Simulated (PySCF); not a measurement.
Broadened absorption spectrum of CH10O2Si3

Species: CH10O2Si3.
Numbering: `[CH3:1][SiH2:2][O:3][SiH2:4][O:5][SiH3:6]` (hydrogens: H7, H8, H9 on C1; H10, H11 on Si2; H12, H13 on Si4; H14, H15, H16 on Si6)

Cartesian coordinates in Å at the GFN2-xTB level; atoms count from 1:
```xyz
16
CH10O2Si3 angstrom
C     -2.7670    0.3831    0.0207
Si    -1.3635   -0.8917    0.0039
O     -0.3887   -0.5891    1.2680
Si     1.0151   -0.1713    1.9456
O      2.0911    0.2617    0.8199
Si     2.5702    0.5558   -0.6974
H     -3.4562    0.2107   -0.8005
H     -3.3376    0.3342    0.9445
H     -2.3879    1.3977   -0.0743
H     -0.5863   -0.8036   -1.2367
H     -1.8534   -2.2516    0.2426
H      1.5523   -1.3533    2.6022
H      0.7629    1.0075    2.7608
H      2.5841   -0.7072   -1.4362
H      1.6484    1.5110   -1.3139
H      3.9090    1.1151   -0.5257
```

Computed, not measured: PySCF, TDDFT CAM-B3LYP/def2-SVPD, vertical, gas phase, core orbitals frozen in the response. GFN2-xTB frequencies show an imaginary mode (22i cm⁻¹), so this geometry is no minimum at that level.

Computed states:

```csv
state,E (eV),f
S1,7.38,0.014
S2,7.70,0.0054
S3,7.73,0.0080
S4,8.13,0.035
S5,8.16,0.015
S6,8.19,0.0062
S7,8.28,0.084
S8,8.50,0.078
```

Broadening: Gaussians 0.4 eV wide at half height, area fixed by f = 4.319×10⁻⁹ ∫ε dν̃. The cross-section is σ = 3.8235×10⁻²¹ ε cm², given in Mb (10⁻¹⁸ cm²). The width is an assumption, not a result. The curve ends short of the highest state used, and states not computed would add to its high-energy end.

Problem. What does the envelope look like, and where are its maxima?

Solution. 
```tsv
λ (nm)	σ (Mb)
156.9	9.14
158.0	6.73
159.2	5.37
160.3	4.83
161.4	4.62
162.5	4.53
163.7	4.51
164.8	4.51
165.9	4.50
167.0	4.41
168.1	4.18
169.3	3.72
170.4	3.15
171.5	2.50
172.6	1.87
173.8	1.26
174.9	0.82
176.0	0.50
177.1	0.29
178.3	0.15
179.4	0.08
180.5	0.04
181.6	0.02
182.8	0.01
```

Maxima: 165 nm (7.51 eV), ε about 1200, made up of S1 (63%), S2 (17%) and S3 (20%) (hardly more than a shoulder) (ε in L mol⁻¹ cm⁻¹; maxima over ε = 5, shares over 10%). At its high-energy end, 7.90 eV, the curve is still rising (ε about 2400, from S3, S4, S5 and S7).

Problem. What would ε be at 7.51 eV, the highest of these maxima, with half the width (0.2 eV)?

Solution. About 753 L mol⁻¹ cm⁻¹ against 1180, a factor of about 0.6; a lone state at its own centre would give exactly 2.

Problem. Coming from long wavelengths, where does ε first pass 100 L mol⁻¹ cm⁻¹?

Solution. At about 177 nm (7.02 eV), 0.36 eV below S1.

One conformer stands for the species.
